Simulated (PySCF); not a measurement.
A GIAO shielding run with PySCF 2.14 (density fitting, non-relativistic, gas phase) on `InChI=1S/C3H5ClO2Si/c1-7(4)5-2-3-6-7/h2-3H,1H3`:

```
$ OMP_NUM_THREADS=1 python probes_run.py task.json out

{"job": {"kind": "nmr", "xc": "B97-2", "basis": "pcSseg-1", "pop": false}, "charge": 0, "multiplicity": 1}
C     -2.010730     0.384924    -0.175715
Si    -0.397021    -0.136307     0.537700
Cl    -0.666067    -0.795190     2.468689
O      0.444627    -1.284371    -0.366077
C      1.714567    -0.796435    -0.564392
C      1.914675     0.449366    -0.113377
O      0.816571     1.031964     0.473974
H     -1.868305     0.756778    -1.200681
H     -2.710865    -0.463398    -0.193814
H     -2.455172     1.182996     0.437579
H      2.426923    -1.455680    -1.057757
H      2.827601     1.041417    -0.152831
```

Hardware: 1 thread of an Arm Neoverse V1, shared host. The job also computes ring-centre shieldings.

(1) How large is the calculation?

(2) How long does it take, and how much memory does it need?

(3) And these other runs on the same molecule and hardware: GIAO shielding at B3LYP/pcSseg-1; GIAO shielding at B97-D/pcSseg-1; GIAO shielding at BHandHLYP/pcSseg-1; GIAO shielding at CAM-B3LYP/pcSseg-1; GIAO shielding at HF/pcSseg-1; GIAO shielding at KT3/pcSseg-1?

## Answers

(1) 70 electrons, 158 basis functions and 867 auxiliary functions.

(2) 20 s of wall time, with 13 SCF cycles and 4 response iterations; peak memory 0.86 GiB. Times on a shared host scatter by some tens of per cent.

(3) B3LYP/pcSseg-1: 158 functions, 16 s; B97-D/pcSseg-1: 158 functions, 25 s; BHandHLYP/pcSseg-1: 158 functions, 18 s; CAM-B3LYP/pcSseg-1: 158 functions, 28 s; HF/pcSseg-1: 158 functions, 11 s; KT3/pcSseg-1: 158 functions, 25 s.
